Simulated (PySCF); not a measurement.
Species: C₅H₁₁NOSi₂.
Bonds: C1–Si2, Si2–N3, N3–Si4, Si4–C5, C5–C6 (aromatic), C6–C7 (aromatic), C7–C8 (aromatic), C8–O9 (aromatic), C5–O9 (aromatic). Hydrogens: H10, H11, H12 on C1; H13, H14 on Si2; H15 on N3; H16, H17 on Si4; H18 on C6; H19 on C7; H20 on C8.

The same species was optimised twice, with GFN2-xTB and with PBE0-D3(BJ)/def2-SVP (PySCF), and the same property calculations (PySCF, gas phase) were run on both structures.

```
       coordinate  GFN2-xTB  PBE0-D3(BJ)/def2-SVP  change
       C1–Si2 (Å)     1.895                 1.873  -0.022
        C6–C7 (Å)     1.412                 1.427  +0.015
       Si2–N3 (Å)     1.732                 1.744  +0.012
        C5–O9 (Å)     1.356                 1.366  +0.010
       N3–Si4 (Å)     1.724                 1.734  +0.010
        C8–O9 (Å)     1.340                 1.345  +0.005
        C5–C6 (Å)     1.368                 1.370  +0.002
        C7–C8 (Å)     1.361                 1.363  +0.002
       Si4–C5 (Å)     1.873                 1.874  +0.001
    Si4–C5–C6 (°)     132.2                 134.8    +2.6
    Si4–C5–O9 (°)     118.9                 116.7    -2.2
   Si2–N3–Si4 (°)     128.8                 131.0    +2.2
    C1–Si2–N3 (°)     107.0                 108.8    +1.8
     C5–O9–C8 (°)     107.8                 108.3    +0.5
     C6–C5–O9 (°)     108.9                 108.5    -0.4
     C7–C8–O9 (°)     110.7                 110.4    -0.3
     C6–C7–C8 (°)     105.6                 105.7    +0.1
C1–Si2–N3–Si4 (°)       176                   173      -3
Si2–N3–Si4–C5 (°)       176                   176       0
 N3–Si4–C5–C6 (°)      -177                  -175      +2
```

Rotational constants: A = 3057, B = 511.6, C = 444.2 MHz (GFN2-xTB) against A = 2966, B = 512.7, C = 443.3 MHz (PBE0-D3(BJ)/def2-SVP).

On the GFN2-xTB structure: HOMO (eV) -6.72 [PBE0/pcSseg-1]; LUMO (eV) -0.11 [PBE0/pcSseg-1]; dipole (D) 1.40 [PBE0/pcSseg-1]; GIAO shielding of C1 (ppm) 190.9 [PBE0/pcSseg-1]; GIAO shielding of Si2 (ppm) 382.5 [PBE0/pcSseg-1]; GIAO shielding of N3 (ppm) 271.2 [PBE0/pcSseg-1]; GIAO shielding of Si4 (ppm) 399.0 [PBE0/pcSseg-1]; GIAO shielding of C5 (ppm) 33.1 [PBE0/pcSseg-1]; GIAO shielding of C6 (ppm) 58.9 [PBE0/pcSseg-1]; GIAO shielding of C7 (ppm) 69.0 [PBE0/pcSseg-1]; GIAO shielding of C8 (ppm) 35.0 [PBE0/pcSseg-1].

Question: What do these properties become on the PBE0-D3(BJ)/def2-SVP structure?

Answer: 
```
                                    property          level  on GFN2-xTB  on PBE0-D3(BJ)/def2-SVP  change
                                   HOMO (eV)  PBE0/pcSseg-1        -6.72                    -6.77   -0.05
                                   LUMO (eV)  PBE0/pcSseg-1        -0.11                    -0.19   -0.08
                                  dipole (D)  PBE0/pcSseg-1         1.40                     1.74   +0.34
energy, GFN2-xTB geometry as zero (kcal/mol)  PBE0/pcSseg-1          0.0                     -1.8    -1.8
                  GIAO shielding of C1 (ppm)  PBE0/pcSseg-1        190.9                    188.4    -2.5
                 GIAO shielding of Si2 (ppm)  PBE0/pcSseg-1        382.5                    381.3    -1.2
                  GIAO shielding of N3 (ppm)  PBE0/pcSseg-1        271.2                    267.4    -3.8
                 GIAO shielding of Si4 (ppm)  PBE0/pcSseg-1        399.0                    398.7    -0.3
                  GIAO shielding of C5 (ppm)  PBE0/pcSseg-1         33.1                     31.8    -1.3
                  GIAO shielding of C6 (ppm)  PBE0/pcSseg-1         58.9                     57.3    -1.6
                  GIAO shielding of C7 (ppm)  PBE0/pcSseg-1         69.0                     67.5    -1.5
                  GIAO shielding of C8 (ppm)  PBE0/pcSseg-1         35.0                     33.5    -1.5
```

The heavy atoms differ by 0.045 Å rms after alignment. Among bonds between heavy atoms C1–Si2 changes most (-0.022 Å). Changes are differences of the printed values. Neither structure is proved a minimum here.

The values belong to the conformer `[CH3:1][SiH2:2][NH:3][SiH2:4][c:5]1[cH:6][cH:7][cH:8][o:9]1`: C1–Si2–N3–Si4 173°, Si2–N3–Si4–C5 176°, N3–Si4–C5–C6 -175°.
